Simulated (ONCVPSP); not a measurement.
# Rb, ONCV: configuration errors across variants

```json
{
  "Element": "Rb (Z = 37)",
  "Generator": "ONCVPSP 4.0.1",
  "Type": "optimised norm-conserving Vanderbilt (ONCV)",
  "Functional": "Wu-Cohen",
  "Relativity": "fully relativistic",
  "Frozen core": "[Ar] 3d10",
  "Valence charge": "9",
  "Reference configuration": "4s2 4p6 5s0.5 (charge +0.5)",
  "Partial waves": "4s+5s: rc 2.45 bohr, ncon 4, nbas 8, qcut 6.3 1/bohr, 2 projectors; 4p: rc 2.05 bohr, ncon 3, nbas 8, qcut 7.5 1/bohr, 2 projectors, debl 2.7 Ha; d scattering state at 0.03 Ha: rc 2.05 bohr, ncon 4, nbas 7, qcut 5.1 1/bohr, local",
  "Local potential": "the d channel",
  "Core correction": "Teter function fitted to the true core (icmod 2), fcfact 0.25"
}
```

Open shells are filled in proportion to 2j + 1.

All-electron excitation energies from the reference (eV): (1) 4s2 4p6 5s1 -1.524; (2) 4s2 4p6 5s0 2.493; (3) 4s2 4p6 5s0 5p1 -0.076; (4) 4s2 4p5 5s1 19.658.

1 further variants failed, have other tests or too few solved ones, and are left out.

Errors AE − PS in meV (a dash: test not solved or not reliable):

```tsv
change	(1)	(2)	(3)	(4)	bound ghosts	GHOST(+) flags above zero
base	0.0	0.0	+0.7	+3.0	none	none
all radii but the core radius scaled by about 0.84 (s 2.06, p 1.72, d 1.72 bohr)	0.0	0.0	+0.1	+2.9	none	s
all radii but the core radius scaled by about 0.92 (s 2.26, p 1.88, d 1.88 bohr)	0.0	0.0	+0.2	+2.7	none	s
all radii but the core radius scaled by about 1.04 (s 2.56, p 2.14, d 2.14 bohr)	0.0	0.0	+2.7	+3.6	none	p3/2
all radii but the core radius scaled by about 1.11 (s 2.72, p 2.28, d 2.28 bohr)	0.0	-0.1	+1.0	+2.8	none	p3/2, p1/2
all radii but the core radius scaled by about 1.19 (s 2.92, p 2.44, d 2.44 bohr)	0.0	-0.1	-2.4	+0.3	none	none
all radii but the core radius scaled by about 1.24 (s 3.04, p 2.54, d 2.54 bohr)	0.0	-0.1	-2.3	+0.2	none	none
```

Question: Give the same row for: all radii but the core radius scaled by about 0.80 (s 1.94, p 1.64, d 1.64 bohr).

Answer: 0.0, 0.0, +0.1, +2.4; bound ghosts: none; GHOST(+) flags above zero: s.
